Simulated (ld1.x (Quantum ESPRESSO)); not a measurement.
# arsenic: one change to an ultrasoft potential, before and after

arsenic (As), ultrasoft, made with ld1.x (Quantum ESPRESSO) 7.5 (BP86, fully relativistic). Core [Ar], reference 3d10 4s1 4p4. Waves: 4s (bound): rcut 1.15, rcutus 1.40 bohr; 4s channel at -0.7 Ry: rcut 1.15, rcutus 1.40 bohr; 4p (bound): rcut 1.85, rcutus 2.30 bohr; 4p channel at 1.5 Ry: rcut 1.85, rcutus 2.30 bohr; 3d (bound): rcut 0.85, rcutus 1.15 bohr; 3d channel at -1.25 Ry: rcut 0.85, rcutus 1.15 bohr. Local part: all-electron potential smoothed inside 1.85 bohr (lloc = -1). Core correction: none. Augmentation charge: PSQ, radius 0.70 bohr.

Open shells are filled in proportion to 2j + 1 (rel_dist='average').

Change: all radii scaled by about 1.15 (s 1.62, p 2.66, d 1.32 bohr, rcut 1.32/2.14/0.98); local potential all-electron potential smoothed inside 2.14 bohr (lloc = -1); augmentation PSQ, radius 0.80 bohr.

Cutoffs: the cutoffs (Ry, on a coarse ladder) from which the occupation-weighted sum of valence levels, in a spherical-Bessel basis at the reference potential, stays within 10 and 1 mRy of its value at 400 Ry; they do not see the model core or the augmentation charge, which bear on the density cutoff. Errors are all-electron minus pseudo energies relative to the spin-unpolarised reference configuration.

**Question.** What does the change do?

**Answer.** The potential gets softer (120 Ry and 200 Ry → 70 Ry and 140 Ry); the bound ghost in s disappears; the number of tests with a reliable result goes from 7 to 0 (the test run of the changed file stopped, so its transferability is not established). A larger radius leaves more room for a smooth pseudo-wave, so fewer plane waves are needed.

| quantity | base | changed |
| --- | --- | --- |
| cutoff, loose | 120 Ry | 70 Ry |
| cutoff, tight | 200 Ry | 140 Ry |
| loose cutoff by channel (10 mRy a level) | s 18 Ry, p 8 Ry, d 80 Ry | s 10 Ry, p 6 Ry, d 50 Ry |
| bound ghosts | s | none |
| tests with a reliable result | 7 of 7 | 0 of 7 (the test run stopped) |
| lowest overlap eigenvalue by channel | s 0.61, p1/2 0.62, p3/2 0.62, d3/2 0.88, d5/2 0.94 | s 0.40, p1/2 0.15, p3/2 0.14, d3/2 0.17, d5/2 0.18 |

 A true bound ghost makes a file unfit for plane-wave use even where its test errors are small: the radial tests pick states by their node count and pass the ghost by.
